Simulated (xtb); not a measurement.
H8N2Si3, SMILES N1[SiH2][SiH](N)[SiH2]1. All values are semi-empirical tight-binding results from xtb (GFN2-xTB unless named), good for trends rather than for accurate numbers. Coordinates come from a GFN2-xTB optimisation. The structure was generated by enumeration, and PubChem lists no compound with its InChIKey, so it may never have been made. Other conformers were not sampled.

Optimised geometry:

Bonded distances (Å): N1–Si2 1.734, N1–H6 1.007, N1–H7 1.007, Si2–Si3 2.324, Si2–Si5 2.340, Si2–H8 1.475, Si3–N4 1.751, Si3–H9 1.470, Si3–H10 1.473, N4–Si5 1.751, N4–H11 1.007, Si5–H12 1.476, Si5–H13 1.471. Bond angles (°): Si2–N1–H6 119.1, Si2–N1–H7 118.8, H6–N1–H7 109.4, N1–Si2–Si3 114.9, N1–Si2–Si5 124.5, N1–Si2–H8 101.1, Si3–Si2–Si5 78.9, Si3–Si2–H8 121.1, Si5–Si2–H8 117.1, Si2–Si3–N4 82.9, Si2–Si3–H9 122.0, Si2–Si3–H10 123.3, N4–Si3–H9 109.6, N4–Si3–H10 109.8, H9–Si3–H10 105.6, Si3–N4–Si5 115.6, Si3–N4–H11 122.2, Si5–N4–H11 122.2, Si2–Si5–N4 82.4, Si2–Si5–H12 122.9, Si2–Si5–H13 123.2, N4–Si5–H12 109.8, N4–Si5–H13 109.4, H12–Si5–H13 105.3.
Charge 0, spin multiplicity 1.

Problem. Estimate the properties. (An estimate is asked for; the answer gives what the named calculation found.)

Solution. 
| Quantity | Value |
|---|---|
| orbital gap | 3.40 eV |
| dipole moment | 1.40 D |
| zero-point energy | 51.2 kcal/mol |
| G − E(el) at 298.15 K (modified RRHO) | 30.6 kcal/mol |
| static polarisability (D4 model) | 100.0 bohr³ |
| solvation energy, GFN2-xTB/ALPB(water) | -2.7 kcal/mol |
| solvation energy, GFN2-xTB/ALPB(benzene) | -2.6 kcal/mol |

Computed atomic charges and the Wiberg bond orders between heavy atoms:
charges (e) N1 -0.43, Si2 0.34, Si3 0.40, N4 -0.49, Si5 0.40, H6 0.14, H7 0.14, H8 -0.12, H9 -0.13, H10 -0.12, H11 0.11, H12 -0.12, H13 -0.12. Bond orders N1–Si2 1.12, Si2–Si3 0.81, Si3–N4 1.08, Si2–Si5 0.80, N4–Si5 1.07.
